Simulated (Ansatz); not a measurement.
`C[O][GeH2]` radical. Charge 0, multiplicity 2. The geometry is a stationary point of PBE0-D4/def2-TZVP.

```xyz
8

C     0.063    0.089    1.184
O    -0.624    0.476    0.019
Ge    0.134    0.257   -1.578
H     0.838    0.814    1.456
H     0.532   -0.899    1.082
H    -0.661    0.040    2.001
H     0.766   -1.167   -1.598
H    -1.049    0.390   -2.566
```

Task: What is the dipole moment at B3LYP/def2-TZVPP? (Best estimate.)

Result: Computed: 1.08 D, with components (0.97, -0.39, 0.25) D in this frame, pointing from negative to positive charge.

Task: And with PBE, r2SCAN, ωB97M-V? (Best estimate.)

Result: Ansatz gave: PBE 0.99 D, r2SCAN 1.02 D, ωB97M-V 1.10 D.

Task: Give the Mulliken charges with B3LYP, PBE, ωB97M-V in def2-TZVPP. (An estimate is asked.)

Result: Computed: 
| atom | B3LYP | PBE | ωB97M-V |
| --- | --- | --- | --- |
| C1 | -0.12 | -0.13 | -0.18 |
| O2 | -0.39 | -0.32 | -0.40 |
| Ge3 | 0.25 | 0.20 | 0.22 |
| H4 | 0.10 | 0.10 | 0.12 |
| H5 | 0.09 | 0.09 | 0.11 |
| H6 | 0.11 | 0.10 | 0.12 |
| H7 | -0.03 | -0.03 | 0.00 |
| H8 | -0.01 | -0.01 | 0.02 |

B3LYP here is the variant with VWN-RPA as its local correlation; programs differ in this.
